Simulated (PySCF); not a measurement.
cyclotrisilazane (H9N3Si3), singlet, at a GFN2-xTB geometry. Base run: BLYP/def2-SV(P) run with PySCF.

The PySCF input:
```python
from pyscf import gto, scf, dft

mol = gto.M(
    atom='''
Si    1.68054828   -0.42496743   -0.52596035
N     0.50290150   -1.52832577    0.08377091
Si   -1.17562112   -1.31026230    0.41701362
N    -1.46043566    0.38486470    0.56260467
Si   -0.54839632    1.72369318   -0.03026477
N     1.06095760    1.17105307   -0.31418280
H     1.94000099   -0.68910961   -1.95384163
H     2.91193934   -0.56300900    0.26448031
H     0.81666462   -2.48200359    0.13740011
H    -1.99276343   -1.88246088   -0.66962470
H    -1.49030681   -1.94902435    1.70231783
H    -2.36797339    0.62547217    0.92202770
H    -0.51609892    2.76332656    1.00760337
H    -1.13988836    2.24298984   -1.27781588
H     1.72303017    1.90218647   -0.50893551
''',
    basis='def2-sv(p)',
    verbose=4,
)

mf = dft.RKS(mol)
mf.xc = 'blyp'
mf.kernel()
```

Variants of this job, named by their change:

```tsv
change	ΔE vs base (mEh)	fitting functions	dipole (D)
base	0.000	-	0.15
auxbasis = def2-universal-jfit	-0.730	399	0.14
auxbasis = def2-svp-ri	…	…	…
auxbasis = default (with mf = mf.density_fit())	-0.730	399	0.14
auxbasis = even-tempered beta=2.0	-0.681	921	0.14
auxbasis = even-tempered beta=3.0	-4.142	609	0.14
auxbasis = cc-pvtz-ri	…	…	0.15
auxbasis = cc-pvdz-jkfit	-0.141	753	0.15
auxbasis = autoaux	…	…	0.14
auxbasis = cc-pvtz-jkfit	-0.080	870	0.15
```

Problem. Some entries are withheld; supply them.

Solution. 
- auxbasis = def2-svp-ri, ΔE vs base (mEh): -1343.5
- auxbasis = def2-svp-ri, fitting functions: 456
- auxbasis = def2-svp-ri, dipole (D): 0.13
- auxbasis = cc-pvtz-ri, ΔE vs base (mEh): -39.928
- auxbasis = cc-pvtz-ri, fitting functions: 879
- auxbasis = autoaux, ΔE vs base (mEh): -2.173
- auxbasis = autoaux, fitting functions: 882

A fitting set is made for a task (jfit for Coulomb, jkfit for Coulomb and exchange, ri for correlation) and for a family of orbital bases.
